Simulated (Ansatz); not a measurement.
H$_{2}$OSiZn from Hartree–Fock to CCSD(T)

| atom | x (Å) | y (Å) | z (Å) |
| --- | --- | --- | --- |
| O1 | -1.596 | -0.568 | -0.005 |
| Si2 | -0.344 | 0.289 | -0.172 |
| Zn3 | 1.479 | -1.513 | 0.853 |
| H4 | 0.062 | 1.361 | 0.780 |
| H5 | 0.400 | 0.431 | -1.456 |

Total charge 0; spin multiplicity 1. For Zn the d shell is correlated and the shells below it are frozen. Scalar relativity is left out up to krypton. The bonds changed during the relaxation, so this is another structure than the one it started from. Geometry: relaxed with PBE0-D4/def2-TZVP. Frozen core, restricted reference, Ansatz.

```
     basis      HF (Eh)  MP2 corr.  CCSD corr.  (T)  CCSD(T) total
  def2-SVP  -2142.32759   -0.58598    -0.58559    ?              ?
def2-TZVPP  -2142.78557          ?           ?    ?              ?
def2-QZVPP  -2142.83893   -0.92724           –    –              –
```

Task: Fill in the withheld values. (Estimate.)

Result: Ansatz gave: def2-SVP (T): -0.01904; def2-SVP CCSD(T) total: -2142.93222; def2-TZVPP MP2 corr.: -0.86203; def2-TZVPP CCSD corr.: -0.82916; def2-TZVPP (T): -0.03148; def2-TZVPP CCSD(T) total: -2143.64621.
